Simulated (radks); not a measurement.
Spherical quantum dot in the effective-mass picture: electrons in a hard-walled sphere of radius 3.02, all in effective atomic units (hartree* = m*/eps^2 hartree, bohr* = eps/m* bohr), one dielectric constant everywhere. Method: non-relativistic Kohn-Sham, exchange-only LDA, spin-polarised, spherical densities; computed with a radial shooting solver with Libxc functionals. Levels are named by radial order and angular momentum (1s, 1p, 1d, 2s, ...), and open shells are averaged over m. Results are scaled to m* = 0.173 and eps = 6.3, for which hartree* = 118.6 meV and bohr* = 1.927 nm.

N = 28, configuration 1s2 1p6 1d10 1f(up 7, down 3). This is the lowest configuration that the search found. Occupied and some empty levels:

level    occupation  eigenvalue (meV)  <r> (nm)
1s up             1            1474.9     3.899
1s down           1            1482.0     3.881
1p up             3            1509.5     4.066
1p down           3            1517.0     4.057
1d up             5            1568.4     4.203
1d down           5            1576.3     4.198
1f up             7            1648.8     4.315
1f down           3            1656.9     4.312
2s up             0            1698.8     2.598
2s down           0            1701.6     2.599
1g up             0            1748.7     4.408
1g down           0            1757.0     4.407
2p up             0            1813.5     3.037
2p down           0            1817.2     3.034
2d up             0            1948.4     3.317
2d down           0            1953.0     3.313

Energy (meV): total 25094.5, kinetic 7058.5, external 0, Hartree 19748, exchange-correlation -1712.3.
